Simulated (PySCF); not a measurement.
# Relaxation of singlet In₂O

All numbers come from PBE0 in PySCF with O def2-TZVP, In def2-TZVP with ECP28; scalar-relativistic core potentials, no spin–orbit coupling; density-fitted integrals. A (50,194) grid was used.

A hand-made linear start, of D∞h symmetry, held to at least that symmetry:

```xyz
3
charge 0 multiplicity 1, angstrom
O     0.0000    0.0000    0.0000
In    0.0000    0.0000    2.0500
In    0.0000    0.0000   -2.0500
```

Optimiser trace:
```csv
step,E − E(last) (kJ/mol),largest gradient (Eh/bohr)
0,4.07,0.01580
1,0.40,0.00523
2,0.01,0.00070
3,0.00,0.00002
```

It ends at D∞h with O–In 2.000 Å (×2); In–O–In 180.0°. A frequency run shows a minimum. Other isomers or separated fragments may lie lower.

The relaxation took about 26 core-seconds on a shared host.
